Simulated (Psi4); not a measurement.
Predicting a hybrid from its neighbours: SnH2F2

The species is SnH2F2 (5 atoms), meant as a singlet with charge 0. As SMILES, `[F][SnH2][F]`. The coordinates come from a PBE0-D4/def2-TZVP relaxation.

The dipole moment y, in D, basis def2-SVP with a core potential; a is the functional's share of exact exchange. Programs: Psi4 1.11.

| functional | program | a | y (D) |
| --- | --- | --- | --- |
| r2SCAN | Psi4 | 0 | 3.30 |
| TPSS | Psi4 | 0 | 3.08 |
| TPSSh | Psi4 | 0.1 | 3.21 |
| B3LYP | Psi4 | 0.2 | ? |
| PBE0 | Psi4 | 0.25 | 3.40 |
| BHLYP | Psi4 | 0.5 | 3.63 |

Fit y = c + s·a to the known rows and predict B3LYP.


1. Means of the 5 rows: a = 0.1700, y = 3.324.
2. Σ(Δa)² = 0.178, Σ(Δa·Δy) = 0.1606, so the slope is 0.1606/0.178 = 0.90225.
3. Intercept: 3.324 − (0.90225) × 0.1700 = 3.171. The largest residual of the fit is 0.13.
4. B3LYP: 3.171 + (0.90225) × 0.2 = 3.35 D.

The run gave 3.32 D, so the prediction is off by +0.03 D, within the largest residual. More exact exchange makes the molecule more polar here. The rows mix families of semi-local functionals, which the line can't see.
